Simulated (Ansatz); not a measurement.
BCP (C₂₆H₂₀N₂), 48 atoms. Hardware: 2 threads of AMD EPYC 7R13 on a shared host and a share (18 GiB) of an NVIDIA H100 80GB HBM3.

Correlated methods freeze 28 core orbitals. Single mean-field runs in def2-SVP, def2-TZVP are fitted with def2-universal-jkfit.

Question: How many basis functions does each of these Ansatz runs have, and roughly what does it cost? BHLYP-D4/def2-TZVP, charge 1 doublet at the geometry of the charge 0 singlet, energy, from earlier orbitals; PBE-D4/def2-TZVP, charge 1 doublet, energy, from earlier orbitals; r2SCAN0-D4/def2-TZVP, charge 0 singlet, energy, from earlier orbitals; PBE0-D4/def2-TZVP, charge 1 doublet at the geometry of the charge 0 singlet, energy; PBE-D4/def2-TZVP, charge 0 singlet, energy, from earlier orbitals; r2SCAN-D4/def2-TZVP, charge 0 singlet, energy, from earlier orbitals; PBE0-D4/def2-TZVP, charge -1 doublet at the geometry of the charge 0 singlet, energy; PBE0-D4/def2-TZVP, charge 0 singlet, energy and forces, from earlier orbitals; HF/6-31G, charge 0 singlet, energy, from earlier orbitals; PBE-D4/def2-SVP, charge 1 doublet, relaxation, 16 steps; PBE-D4/def2-TZVP, charge 1 doublet at the geometry of the charge 0 singlet, energy, from earlier orbitals; RPA@PBE/def2-SVP, charge 0 singlet, energy, from earlier orbitals.

Answer: Other jobs shared the machine, so times can vary by a factor of up to 3. A dash marks memory too small to be measured apart from the calling script's.

```csv
run,functions,fitting or Cholesky vectors,wall time,peak host memory (GiB)
"HF/6-31G, charge 0 singlet, energy, from earlier orbitals",292,4206,4.2 s,–
"PBE-D4/def2-TZVP, charge 1 doublet, energy, from earlier orbitals",988,2464,9 s,–
"PBE0-D4/def2-TZVP, charge 0 singlet, energy and forces, from earlier orbitals",988,2464,9 s,1.6
"PBE-D4/def2-TZVP, charge 0 singlet, energy, from earlier orbitals",988,2464,9.1 s,–
"r2SCAN-D4/def2-TZVP, charge 0 singlet, energy, from earlier orbitals",988,2464,9.5 s,–
"RPA@PBE/def2-SVP, charge 0 singlet, energy, from earlier orbitals",492,5133,9.5 s,3
"r2SCAN0-D4/def2-TZVP, charge 0 singlet, energy, from earlier orbitals",988,2464,9.6 s,–
"PBE0-D4/def2-TZVP, charge 1 doublet at the geometry of the charge 0 singlet, energy",988,2464,14 s,1.7
"PBE0-D4/def2-TZVP, charge -1 doublet at the geometry of the charge 0 singlet, energy",988,2464,15 s,1.7
"BHLYP-D4/def2-TZVP, charge 1 doublet at the geometry of the charge 0 singlet, energy, from earlier orbitals",988,2464,22 s,1.6
"PBE-D4/def2-TZVP, charge 1 doublet at the geometry of the charge 0 singlet, energy, from earlier orbitals",988,2464,31 s,1.7
"PBE-D4/def2-SVP, charge 1 doublet, relaxation, 16 steps",492,2464,84 s,–
```
